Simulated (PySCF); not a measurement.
germyloxygermane (Ge2H6O), SMILES [GeH3][O][GeH3]. Geometry: r2SCAN-D4/def2-SVP.

### Question
Give the equilibrium geometry at r2SCAN-D4/def2-SVP (PySCF confirms it by a frequency run) as a Z-matrix, and its point group. (Estimate from the structure and the level; the computed values follow.)

### Answer
point group C2v.
```
O
Ge 1 1.7805
Ge 1 1.7805 2 127.99
H 2 1.5318 1 105.54 3 180.00
H 3 1.5318 1 105.54 2 180.00
H 3 1.5408 5 111.23 1 -118.54
H 2 1.5408 4 111.23 1 -118.54
H 2 1.5408 4 111.23 7 -122.92
H 3 1.5408 5 111.23 6 -122.92
```
